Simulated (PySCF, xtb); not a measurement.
Be(H)(OSiH3) (BeH₄OSi), SMILES [BeH][O][SiH3].

Harmonic wavenumbers (cm⁻¹) from GFN2-xTB (xtb) at its own minimum, in rising order: 189, 191, 386, 388, 611, 618, 728, 780, 782, 828, 1237, 2137, 2227, 2228, 2247.

What does PBE-D3(BJ)/def2-TZVP run with PySCF give at its own minimum? (An estimate is asked for; the answer gives what the named calculation found.)

92, 92, 541, 541, 708, 708, 719, 923, 923, 954, 1304, 2131, 2164, 2165, 2165. Paired by order, the mean absolute difference is 93 cm⁻¹ and the zero-point energies are 22.3 and 23.1 kcal/mol.
